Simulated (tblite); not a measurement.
Compound: C7H8NP.
Numbering: `[CH2:1]=[CH:2][c:3]1[p:4][cH:5][n:6][cH:7][c:8]1[CH3:9]` (hydrogens: H10, H11 on C1; H12 on C2; H13 on C5; H14 on C7; H15, H16, H17 on C9)

Structure used (GFN2-xTB), in Å, numbered top down from 1:
```xyz
17
C7H8NP angstrom
C      2.561   -1.349    0.110
C      1.706   -0.343   -0.040
C      0.255   -0.465    0.054
P     -0.404   -2.073    0.339
C     -2.100   -1.684    0.360
N     -2.669   -0.515    0.201
C     -1.951    0.572   -0.004
C     -0.563    0.663   -0.082
C      0.025    2.026   -0.318
H      3.624   -1.201    0.026
H      2.228   -2.353    0.321
H      2.095    0.644   -0.249
H     -2.789   -2.507    0.523
H     -2.542    1.474   -0.118
H      0.690    2.307    0.498
H     -0.765    2.769   -0.384
H      0.593    2.047   -1.248
```

Computed values, GFN2-xTB/tblite, gas phase, harmonic and unscaled. The method is semi-empirical: single wavenumbers can be off by several per cent or more. One conformer, not necessarily the lowest. The optimisation stopped once no atom felt more than 0.01 eV/Å.

Lowest wavenumbers of the output (negative numbers stand for imaginary wavenumbers):
```
mode    cm-1
  1     -66.2
  2      91.4
  3     162.2
  4     206.7
  5     227.4
  6     299.5
  7     334.9
  8     393.9
  9     438.7
 10     475.4
```

**Question.** Is this structure a minimum?

**Answer.** No. 1 mode is imaginary beyond 20i (66i cm⁻¹), so at this level the point lies at or near a first-order saddle.

**Question.** Which atoms move in the imaginary mode?

**Answer.** 66i: C1 (terminal =CH2 carbon) 26 %, H11 (vinylic hydrogen) 23 %, H12 (vinylic hydrogen) 18 %, C2 (alkene CH carbon) 17 %. These are shares of the mass-weighted motion.

**Question.** What is the remedy?

**Answer.** Step along that mode in both directions, optimise again with tighter thresholds and repeat the frequencies. The zero-point energy of this point (81.0 kcal/mol) counts the 44 real modes alone, and thermal corrections from it aren't those of a minimum.
